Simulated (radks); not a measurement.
Results of a calculation; reference values are marked as such.
Effect of the nuclear size on the cerium ion Ce3+, [Xe] 4f1. Level of theory: Dirac Kohn-Sham, exchange-only LDA, spin-unpolarised, spherical densities, finite nucleus; open shells are shared between the two j in proportion to 2j + 1; Fermi nuclear charge, rms radius 4.8771 fm (a radial shooting solver on a logarithmic mesh with Libxc functionals). The rms radius is varied about that value; shifts are against it.

rms radius (fm),total energy shift (eV),density at nucleus (e/bohr^3),1s1/2 shift (meV),2s1/2 shift (meV),4p1/2 shift (meV),5s1/2 shift (meV),5p1/2 shift (meV),4f7/2 shift (meV),6s1/2 (empty) shift (meV)
4.3357,-2.18,3.908e+05,-907,-111,0.296,-0.896,0.074,0.177,-0.186
4.7064,-0.710,3.842e+05,-295,-36.1,0.096,-0.292,0.024,0.057,-0.061
4.8771,0,3.814e+05,0.000,0.000,0.000,0.000,0.000,0.000,0.000
5.1795,1.31,3.766e+05,544,66.4,-0.177,0.537,-0.044,-0.106,0.111
5.9598,4.97,3.658e+05,2060,252,-0.673,2.04,-0.168,-0.402,0.423

Slopes of the eigenvalues against <r^2> in GHz/fm^2, as finite differences over the two radii next to the reference (eigenvalue slopes, not the field-shift constants of lines): 1s1/2 43400, 2s1/2 5300, 4p1/2 -14.1, 5s1/2 42.8, 5p1/2 -3.53, 4f7/2 -8.44, 6s1/2 (empty) 8.89.
